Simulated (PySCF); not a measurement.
Compound: C₃H₉GeN.
SMILES with atom numbers: `[CH2:1]=[N:2][CH2:3][CH2:4][GeH3:5]` (hydrogens: H6, H7 on C1; H8, H9 on C3; H10, H11 on C4; H12, H13, H14 on Ge5)

Computed by this run: PySCF 2.14.0, PBE0-D3(BJ)/def2-SVP geometry optimisation, gas phase; density fitting, grid level 1; the optimiser is geomeTRIC in internal coordinates, started from a GFN2-xTB structure with every atom displaced at random (about 0.01 Å).

Geometry at step 0:
```
atom  x, y, z in Å
C1     -2.0282    0.6294   -0.2575
N2     -0.9419    0.0796   -0.2754
C3     -0.6017   -0.8881    0.7073
C4      0.7791   -0.4164    1.2941
Ge5     1.7241    0.4518   -0.1928
H6     -2.8412    0.4474    0.4645
H7     -2.2509    1.3957   -1.0160
H8     -0.4095   -1.8236    0.1789
H9     -1.3626   -1.0294    1.4989
H10     0.5678    0.3016    2.1048
H11     1.2893   -1.2556    1.7363
H12     1.6726   -0.3446   -1.4266
H13     1.2295    1.8567   -0.4606
H14     3.1664    0.5803    0.1963
```

Problem. What forces act on the atoms?

Solution. 
```
atom  Fx (eV/Å)  Fy (eV/Å)  Fz (eV/Å)
  C1     -3.208      2.141     -0.502
  N2      2.296     -1.586     -0.157
  C3      1.559      0.381      0.668
  C4     -1.737      0.144     -0.347
 Ge5     -0.115      0.421      0.968
  H6     -0.051     -0.215      0.282
  H7     -0.060      0.047     -0.036
  H8     -0.154     -0.454     -0.078
  H9     -0.084     -0.099     -0.086
 H10      0.227      0.110     -0.109
 H11      0.614     -0.560      0.247
 H12     -0.082     -0.812     -1.105
 H13     -0.166      0.410     -0.026
 H14      0.960      0.070      0.281
```

The largest, 3.89 eV/Å, acts on C1; the rms over all components is 0.907 eV/Å. The forces sum to zero within rounding, as they must for an isolated molecule in no field.

Problem. Give the force on C1 in Eh/bohr and in nN.

Solution. 3.889 eV/Å ÷ 51.422 = 0.07564 Eh/bohr, and 3.889 eV/Å × 1.602 = 6.23 nN.

Problem. How far is this geometry from the end of the optimisation?

Solution. 0.335 eV above it, and 0.273 Å rms away after alignment. The bonds farthest from their final lengths, with half the difference of the two atoms' forces along the bond (positive lengthens):

```tsv
bond	now (Å)	final (Å)	force along bond (eV/Å)
Ge5–H12	1.469	1.541	+1.20
C3–C4	1.573	1.524	-1.67
Ge5–H14	1.499	1.546	+0.41
C1=N2	1.218	1.261	+3.29
C4–H11	1.077	1.101	+0.95
Ge5–H13	1.513	1.536	+0.09
```

The angle farthest from its final value is C3–C4–Ge5, 105.8° against 112.7°.

Of the 6 listed bonds off by 0.010 Å or more, this force points towards the final length in 6.

What follows is the cost of the whole optimisation. The run took 71 s on one thread, Arm Neoverse V1 (aarch64), shared host with 64 logical CPUs at a one-minute load of 19, and the process peaked at 0.52 GiB of memory.
